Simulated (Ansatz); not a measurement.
Consider the cleavage of the Si–Si bond: `[SiH3][SiH]1[AlH][S]1` + HBr → `[SiH3]Br` + `[AlH]1[SiH2][S]1`.

Program: Ansatz. Geometries: PBE0-D4/def2-TZVP. ΔE: electronic, gas phase. CCSD(T)/CBS is the MP2 limit (def2-TZVPP, def2-QZVPP) plus CCSD(T) − MP2 in def2-TZVPP, frozen cores. DFT in def2-TZVPP. For Br outer-core shells are correlated without core-valence functions, which leaves a few kJ/mol of doubt a bond. Scalar relativity is left out up to krypton.

| species | revPBE-D4 energy (Eh) |
| --- | --- |
| `[SiH3][SiH]1[AlH][S]1` | -1222.46056 |
| HBr | -2574.53963 |
| `[SiH3]Br` | -2865.22032 |
| `[AlH]1[SiH2][S]1` | -931.80315 |

(1) Work out ΔE.

Largest T1 diagnostic among the species: 0.015.

## Answers

(1) ΔE = (-2865.22032) + (-931.80315) − (-1222.46056) − (-2574.53963) = -0.02328 Eh = -61.1 kJ/mol. CCSD(T)/CBS gives -78.6 kJ/mol.

From r2SCAN to r2SCAN0 (25 % exact exchange), in def2-TZVPP and without D4, ΔE moves by −3.9 kJ/mol. In def2-TZVPP, CCSD(T) changes the Hartree–Fock value by +25.8 kJ/mol (the triples alone add +3.7 kJ/mol) and MP2 by +18.1 kJ/mol. The D4 term adds +6.3 kJ/mol with B3LYP and +3.8 kJ/mol with PBE0; it sums over pairs of atoms, weighted by their polarisabilities, and B3LYP, whose exchange is more repulsive, gets the larger term.

B3LYP here is the variant with VWN-RPA as its local correlation; programs differ in this.
